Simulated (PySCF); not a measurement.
Harmonic spectrum computed at B3LYP in the def2-TZVP basis family (core potentials from Rb on, PySCF, no spin–orbit coupling):

```csv
symmetry,ω (cm⁻¹),"IR (km/mol, summed over degenerate members)"
e,97,0.0
t2,101,11.1
a1,387,0.0
t2,425,285
```

Question: Which molecule gave it? In each, all ligands are bound to the one heavy central atom.
A. ZrCl₄ (singlet)
B. MoCl₄ (triplet)
C. TiCl₄ (singlet)
D. SiCl₄ (singlet)

Answer: B. It has Td symmetry with Mo–Cl 2.249 Å (×4).
